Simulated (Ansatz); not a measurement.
SiCl, multiplicity 2 (lowest of 2S+1 = 2, 4 at CCSD(T)/def2-TZVPP on PBE0 minima; our sources give no spin for the ground state, which may be another), most abundant isotopes (27.9769 and 34.9689 u). Constants from fifth-degree fits in 1/R to seven points on the lowest solution found; no spin–orbit coupling, no relativity up to Kr; ω_e x_e and α_e move by some per cent with the fit.

Cores are frozen in the correlated methods.

Run with Ansatz (a quantum-chemistry and plane-wave program). Values without a source in brackets are computed.

Total energies (hartree; each atom in its lowest state at that level) and vibrational constants (cm⁻¹):

```tsv
level	E(SiCl) at r_e	E(Si)	E(Cl)	ω_e	ω_e x_e
PBE/def2-TZVPP	-749.350564	-289.222893	-459.958430	515	2.1
B3LYP/def2-TZVPP	-749.719223	-289.392085	-460.167005	513	2.1
wB97M-V/def2-TZVPP	-749.644639	-289.352501	-460.125172	534	2.1
CCSD(T)/def2-QZVPP	-748.793415	-288.938388	-459.695345	536	2.1
```

Work out D_e and D₀ in eV.


D_e = E(Si) + E(Cl) − E(molecule), times 27.2114 eV; D₀ = D_e − (ω_e/2 − ω_e x_e/4)/8065.54.
- PBE/def2-TZVPP: D_e = 4.605, zero point 0.032, D₀ = 4.573 eV
- B3LYP/def2-TZVPP: D_e = 4.357, zero point 0.032, D₀ = 4.326 eV
- wB97M-V/def2-TZVPP: D_e = 4.543, zero point 0.033, D₀ = 4.510 eV
- CCSD(T)/def2-QZVPP: D_e = 4.345, zero point 0.033, D₀ = 4.312 eV
No counterpoise correction is made.
